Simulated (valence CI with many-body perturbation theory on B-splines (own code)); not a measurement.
## Hyperfine factors and g values of Sr²⁴⁺

Calculated by relativistic CI+MBPT: four valence electrons over a frozen Dirac-Fock core [Ne], radial functions for each j: 11 s, 11 p, 10 d, 8 f, 5 g, 2 h, with the one-electron correlation potential Σ1, the two-electron term Σ2, the three-electron term Σ3, Breit, model QED; selected CI, second order for the rest, scaled by the run's own slope (own B-spline code, finite nucleus).

No measured spectrum was set against this ion. As an estimate, levels of excited configurations hold to 0.05 to 0.15 % of their energy, terms of the ground configuration to about 0.5 %. Among the levels kept, up to 640 cm⁻¹ of a level comes from second order outside the variational space, and about a tenth of that is noise between levels of different J, which matters for small intervals.

A/g_I is the dipole constant over the nuclear g factor μ/I (μ in nuclear magnetons, uniformly magnetised nucleus), B/Q the quadrupole constant per barn. Both hold the static response of the core; the bare values leave it out. Large factors of s and p1/2 electrons are usually good to 5 to 10 %; those of open d and f shells near neutrality can be off by tens of per cent, and small factors of p3/2, d and f electrons come from cancelling terms and can be off by a factor of two or in sign, in half-filled shells by more. B is blank for J = 1/2, where it vanishes, and for nearly pure S terms. Energies count from the lowest level. Levels with J = 0 are left out.

Names give the largest LS component (configuration and term), which can be under half, so a name can repeat, a term be missing and a line seem to break the LS rules; names also repeat where a configuration has a term twice. Letters in brackets count levels of one name in rising energy.

| Level | E (cm⁻¹) | g | A/g_I (MHz) | A/g_I bare | B/Q (MHz/b) | B/Q bare |
| --- | --- | --- | --- | --- | --- | --- |
| 3s2 3p2 3P_1 | 93029 | 1.499 | -2320 | -1500 | 18300 | 17800 |
| 3s2 3p2 3P_2 | 122340 | 1.273 | 40200 | 39300 | 11600 | 11300 |
| 3s2 3p2 1D_2 | 239270 | 1.223 | 23000 | 22700 | 24800 | 24200 |
| 3s 3p3 5S°_2 | 537360 | 1.898 | 94300 | 92200 | 7100 | 6910 |
| 3s 3p3 3D°_1 | 648680 | 0.737 | -46100 | -44100 | 28600 | 27800 |
| 3s 3p3 3D°_2 | 665970 | 1.305 | 65200 | 63300 | 39100 | 38000 |
| 3s 3p3 3D°_3 | 700920 | 1.330 | 83900 | 81400 | -4510 | -4340 |
| 3s 3p3 1D°_2 | 772410 | 1.142 | 24700 | 24600 | -30000 | -29100 |
| 3s 3p3 3P°_1 | 780110 | 1.327 | 94900 | 91900 | -30500 | -29600 |
| 3s2 3p 3d 3F°_2 [a] | 846010 | 1.075 | 62300 | 60500 | -9690 | -9210 |
| 3s2 3p 3d 3F°_2 [b] | 882980 | 0.921 | 37300 | 36200 | 2480 | 2720 |
| 3s 3p3 3S°_1 | 884510 | 1.576 | -2500 | -834 | 1850 | 1820 |
| 3s2 3p 3d 3F°_3 | 906890 | 1.093 | 21200 | 21000 | 21500 | 21400 |
| 3s2 3p 3d 3P°_2 [a] | 967700 | 1.302 | 8470 | 8900 | 11900 | 11900 |
| 3s2 3p 3d 3D°_1 | 971850 | 0.880 | -13400 | -12100 | 7250 | 7250 |
| 3s2 3p 3d 3F°_4 | 989700 | 1.248 | 10000 | 10300 | 44400 | 43800 |
| 3s 3p3 1P°_1 | 1008300 | 1.241 | -26500 | -24500 | -2770 | -2690 |
| 3s2 3p 3d 3D°_2 | 1052800 | 1.056 | 7490 | 7860 | -7460 | -7140 |
| 3s2 3p 3d 3D°_3 | 1064700 | 1.277 | 19000 | 19100 | -5750 | -5340 |
| 3s2 3p 3d 3P°_1 | 1076100 | 1.250 | -127 | 870 | -17700 | -17400 |
| 3s2 3p 3d 3P°_2 [b] | 1092300 | 1.283 | 30000 | 29600 | -25500 | -24800 |
| 3s2 3p 3d 1F°_3 | 1148400 | 1.041 | 13500 | 13500 | 34000 | 33700 |
| 3s2 3p 3d 1P°_1 | 1185200 | 0.973 | -2580 | -1980 | 5400 | 5460 |
| 3p4 3P_2 | 1265600 | 1.366 | 37400 | 37200 | 432 | 557 |
| 3s 3p2 3d 5F_1 | 1282600 | 0.172 | -62600 | -60200 | 1010 | 1200 |
| 3s 3p2 3d 5F_2 | 1300900 | 1.103 | 18700 | 18800 | 8640 | 8640 |
| 3s 3p2 3d 5F_3 | 1326000 | 1.327 | 40800 | 40100 | 17300 | 17300 |
| 3s 3p2 3d 3P_1 [a] | 1353800 | 1.385 | 40500 | 40100 | -13300 | -13000 |
| 3s 3p2 3d 5D_2 | 1371000 | 1.207 | 49500 | 48400 | -28700 | -28000 |
| 3s 3p2 3d 5F_4 | 1373200 | 1.364 | 41100 | 40500 | 19300 | 19300 |
| 3s 3p2 3d 5D_3 | 1380600 | 1.327 | 55700 | 54500 | -19800 | -19100 |
| 3s 3p2 3d 5D_1 | 1388900 | 1.471 | 17800 | 18400 | -16500 | -16200 |
| 3p4 1D_2 | 1391800 | 1.164 | 27100 | 26900 | -34700 | -33700 |
| 3s 3p2 3d 5D_4 | 1404700 | 1.379 | 57000 | 55800 | 11200 | 11100 |

(1) Take the isotope of mass number 87, with I = 9/2, μ = -1.09316 μN and Q = 0.305 b. What is the hyperfine structure of 3s 3p3 3D°_1?

## Answers

(1) From the table A = 11200 MHz, B = 8720 MHz. Shifts from the centre of gravity in MHz: F = 7/2: -57600, F = 9/2: -17000, F = 11/2: 52600.
